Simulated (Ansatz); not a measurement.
`[F][Al]([SiH3])[SH]` + `[NH2][SnH3]` → `[SiH3][NH][SnH3]` + `[F][AlH][SH]` at 600 K and 1 bar (cleavage of the Si–Al bond).

Gas-phase electronic energies from Ansatz, PBE0-D4/def2-TZVP geometries. CCSD(T)/CBS is the MP2 limit (def2-TZVPP, def2-QZVPP) plus CCSD(T) − MP2 in def2-TZVPP, frozen cores. This one scheme is used for every species. Elements past krypton have def2 core potentials. For Sn outer-core shells are correlated without core-valence functions, which leaves a few kJ/mol of doubt a bond. Each species was taken in one conformer, which may not be the lowest.

```tsv
species	CCSD(T)/CBS energy (Eh)	H − E (kJ/mol)	S (J/(mol·K))
`[F][Al]([SiH3])[SH]`	-1031.18548	156.5	452.6
`[NH2][SnH3]`	-271.71442	161.1	352.6
`[SiH3][NH][SnH3]`	-562.01692	220.6	453.5
`[F][AlH][SH]`	-740.90186	88.2	347.0
```

H − E and S are ideal-gas, rigid-rotor, harmonic terms from PBE0-D4/def2-TZVP, for one conformer and one mirror image of each species. 1 Eh = 2625.50 kJ/mol, R = 8.31446 J/(mol·K).

Problem. By hand: ΔE, ΔH, ΔS and ΔG.

Solution. ΔE = (-562.01692) + (-740.90186) − (-1031.18548) − (-271.71442) = -0.01888 Eh = -49.6 kJ/mol. Δ(H − E) = 220.6 + 88.2 − 156.5 − 161.1 = -8.8, so ΔH = -58.4 kJ/mol. ΔS = 453.5 + 347.0 − 452.6 − 352.6 = -4.7 J/(mol·K). ΔG = -58.4 − 600 × (-4.7)/1000 = -55.6 kJ/mol.

Problem. By hand: the equilibrium constant, and the temperature at which ΔG would vanish if ΔH and ΔS stayed fixed.

Solution. log₁₀ K = −ΔG/(RT ln 10) = 4.8. ΔG = 0 at ΔH/ΔS = 12426 K, far beyond where these terms or the molecules hold.

The number of gas molecules stays the same, so ΔS is small and ΔH decides. A doubt of 5 kJ/mol in ΔE shifts log₁₀ K by 0.4 here. Other conformers and mirror images would add mixing entropy, several J/(mol·K) or more a flexible species. Modes under 60 cm⁻¹, often nearly free rotors, make the harmonic entropy too high. These are equilibria of isolated gas molecules and say nothing of rates. Largest T1 diagnostic: 0.013 (customary marks: 0.02 for closed shells, 0.045 for open ones).
